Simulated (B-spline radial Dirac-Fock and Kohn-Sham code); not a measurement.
Model: Dirac-Fock densities. Program: a radial atomic solver.

Q: This computed X-ray form factor belongs to an atom or ion in its tabulated ground configuration. Which?

```csv
sin θ/λ (Å⁻¹),f₀
0.25,28.573
0.7,25.919
0.9,24.199
1.1,22.310
1.8,15.685
2,14.031
3,8.231
3.5,6.705
4,5.759
```

A: W⁴⁵⁺, with 29 electrons in [Ar] 3d10 4s1. f₀ tends to the number of electrons as s goes to zero, which the first rows give only roughly, and the rate of fall reflects the nuclear charge, 74.

Q: This computed X-ray form factor belongs to an atom or ion in its tabulated ground configuration. Which?

```tsv
sin θ/λ (Å⁻¹)	f₀
0.25	29.389
0.3	29.127
0.45	28.103
0.5	27.691
1	22.462
1.8	14.232
2	12.612
3	7.317
4	5.282
```

A: Tm³⁹⁺, with 30 electrons in [Ar] 3d10 4s2. f₀ tends to the number of electrons as s goes to zero, which the first rows give only roughly, and the rate of fall reflects the nuclear charge, 69.

Q: This computed X-ray form factor belongs to an atom or ion in its tabulated ground configuration. Which?

```
sin θ/λ (Å⁻¹)      f₀
         0.25  30.968
          0.3  29.053
         0.45  23.876
          0.7  18.137
          0.8  16.437
            1  13.431
            3   4.127
          3.5   3.364
            4   2.713
```

A: Tc⁶⁺, with 37 electrons in [Kr] 4d1. f₀ tends to the number of electrons as s goes to zero, which the first rows give only roughly, and the rate of fall reflects the nuclear charge, 43.

Q: This computed X-ray form factor belongs to an atom or ion in its tabulated ground configuration. Which?

```csv
sin θ/λ (Å⁻¹),f₀
0.1,32.649
0.13,32.411
0.3,30.108
0.38,28.620
1.1,15.855
1.36,12.815
2.09,7.363
2.59,5.770
3.98,3.826
```

A: Te¹⁹⁺, with 33 electrons in [Ar] 3d10 4s2 4p3. f₀ tends to the number of electrons as s goes to zero, which the first rows give only roughly, and the rate of fall reflects the nuclear charge, 52.
